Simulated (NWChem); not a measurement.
# SiHSCl, singlet; SMILES S[Si]Cl

```xyz
4

Si     0.9741     0.0254     0.0000
Cl    -0.4002     1.6107     0.0000
S     -0.4583    -1.5752     0.0000
H      0.4976    -2.5338     0.0000
```
Atoms are numbered in this order, from 1.

Low-valent species are run as closed-shell singlets; no triplet was tried in these runs. Structure relaxed at the PBE0/def2-SVP level.

Symmetry labels are those of Cs in the frame above (b1 and b2, or b-type labels, depend on it).

**Question.** List the 4 lowest vertical singlet excitations from PBE0/def2-SVPD, TDA (NWChem).

**Answer.** 
```csv
state,energy (eV),oscillator strength,symmetry,leading excitation (squared amplitude)
S1,3.78,0.028,a",HOMO → LUMO (0.97)
S2,5.00,0.044,a',HOMO−1 → LUMO (0.86)
S3,5.63,0.005,a",HOMO−2 → LUMO (0.99)
S4,6.07,0.066,a',HOMO → LUMO+1 (0.50)
```
